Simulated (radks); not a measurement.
Neutral bismuth, [Hg] 6p3. Method: non-relativistic Kohn-Sham, exchange-only B88, spin-polarised, spherical densities, point nucleus; computed with a radial shooting solver on a logarithmic mesh with Libxc functionals. Every spin shell is full or empty, so the densities are truly spherical. Functionals are evaluated on that one density, not self-consistently. Rank these orbital-free kinetic functionals by their error against the exact value of the orbitals, and give that value: Thomas-Fermi, von Weizsacker, TF + vW, TF + vW/9, TF + vW/5, LC94, APBEK, revAPBEK, Perdew 92, Thakkar, Pearson, LKT, PG1.

Answer. Exact: 20095.7 hartree. From best to worst, with 100 (|E| - |E exact|)/|E exact| (equal figures are ties): LC94 +0.03, APBEK +0.05, revAPBEK +0.19, Perdew 92 -0.66, TF + vW/9 -0.67, Thakkar -0.78, Pearson -0.82, TF + vW/5 +2.44, Thomas-Fermi -4.55, PG1 +12.23, LKT +15.70, TF + vW +30.41, von Weizsacker -65.04.
